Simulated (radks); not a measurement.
Values are calculated unless marked as measured or tabulated.
Task: The silicon ion Si4+, configuration [Ne]. Level of theory: non-relativistic Kohn-Sham, r2SCAN, spin-polarised, spherical densities, point nucleus; meta-GGA in the generalised Kohn-Sham scheme (a radial shooting solver on a logarithmic mesh with Libxc functionals). Some entries of the table are withheld. Estimate them.

| orbital | occ. | eigenvalue (eV) | r(max) (bohr) |
|---|---|---|---|
| 1s | 2 | -1847.260 | 0.07299 |
| 2s | 2 | (1) | (2) |
| 2p | 6 | (3) | (4) |

Result: 
(1) 2s eigenvalue (eV): -195.5203
(2) 2s r(max) (bohr): 0.4544
(3) 2p eigenvalue (eV): -150.4250
(4) 2p r(max) (bohr): 0.3876
